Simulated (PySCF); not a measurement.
# Carbon: a sound run and one with changed settings

Sound run: C⁺ [He] 2s2 2p1, C²⁺ [He] 2s2. Computed with PySCF 2.14 in aug-cc-pVDZ (4s3p2d, 23 functions), with the non-relativistic Hamiltonian (point nucleus). The sound run starts from symmetry-adapted Hartree-Fock orbitals and uses a fine grid where one is needed.

Changed run: radial step 1.2 in ln r (0.13 in the sound run). This setting is unsound on purpose.

| species | method | sound run (hartree) | changed run (hartree) | converged |
| --- | --- | --- | --- | --- |
| C⁺ | UHF | -37.29025 | -37.29025 | yes |
| C⁺ | PBE0 | -37.37677 | -37.57051 | yes |
| C⁺ | BP86 | -37.41446 | -37.68562 | yes |
| C²⁺ | UHF | -36.40165 | -36.40165 | yes |
| C²⁺ | PBE0 | -36.46292 | -36.64925 | yes |
| C²⁺ | BP86 | -36.49768 | -36.75052 | yes |

Ionisation energy of C⁺:

```
method  sound run (eV)  changed run (eV)
   UHF          24.180            24.180
  PBE0          24.867            25.069
  BP86          24.947            25.445
```

A coarse radial grid mis-integrates the density and the exchange-correlation energy, with errors of either sign; Hartree-Fock needs no grid.

For comparison, NIST gives 24.383 eV between the lowest levels.
